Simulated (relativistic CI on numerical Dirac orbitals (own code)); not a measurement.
**Slater and spin-orbit integrals, Pb XII**

Computed by Dirac-Coulomb-Breit CI, KLI orbitals optimised for each configuration, QED by a radiative potential, unscaled Slater integrals (own radial code, finite nucleus).

Slater integrals F^k, G^k are unscaled and averaged over j, outside the closed core [Kr] 4d10 4f14; ζ comes from projecting the Hamiltonian with its Breit term on Σ l·s of the shell.

- 5s2 5p6 5d3: F^2(5d,5d) = 98206, F^4(5d,5d) = 67200, ζ(5d) = 11833 cm⁻¹; <r>(5d) = 1.081, <r^2>(5d) = 1.312 (bohr units).
- 5s2 5p6 5d2 6s: F^2(5d,5d) = 98554, F^4(5d,5d) = 67428, ζ(5d) = 12134, G^2(5d,6s) = 26765 cm⁻¹; <r>(5d) = 1.075, <r^2>(5d) = 1.3, <r>(6s) = 1.602, <r^2>(6s) = 2.844 (bohr units).
- 5s2 5p6 5d2 5f: F^2(5d,5d) = 98389, F^4(5d,5d) = 67310, ζ(5d) = 12073, F^2(5d,5f) = 77299, F^4(5d,5f) = 50621, G^1(5d,5f) = 91062, G^3(5d,5f) = 57171, G^5(5d,5f) = 41164, ζ(5f) = 898.21 cm⁻¹; <r>(5d) = 1.077, <r^2>(5d) = 1.305, <r>(5f) = 1.419, <r^2>(5f) = 2.282 (bohr units).

Question: Give the Racah parameters of the d shell in 5s2 5p6 5d3.

Answer: B = F²/49 − 5F⁴/441 = 1242 cm⁻¹ and C = 35F⁴/441 = 5333 cm⁻¹.

In this model ζ of a weakly bound d, f or g electron outside closed shells comes out too small, for d by up to a factor of two or three and at times with the wrong sign; that of an outer p electron is too small as well.

Averages of the first 10 configurations, taken without configuration mixing, which lowers the lowest level and can move excited configurations by several eV; other configurations of the list can lie among them:

| Configuration | Parity | States | Average energy above the lowest level (eV) |
| --- | --- | --- | --- |
| 5s2 5p6 5d3 | even | 120 | 8.3 |
| 5s2 5p6 5d2 6s | even | 90 | 52.0 |
| 5s2 5p6 5d2 5f | odd | 630 | 82.0 |
| 5s2 5p5 5d4 | odd | 1260 | 87.2 |
| 5s2 5p6 5d2 6p | odd | 270 | 73.2 |
| 5s2 5p6 5d2 5g | even | 810 | 127.6 |
| 5s2 5p6 5d 6s 6p | odd | 120 | 118.3 |
| 5s 5p6 5d4 | even | 420 | 153.1 |
| 5s2 5p6 5d 5f 6s | odd | 280 | 127.5 |
| 5s2 5p6 5d2 6d | even | 450 | 101.1 |
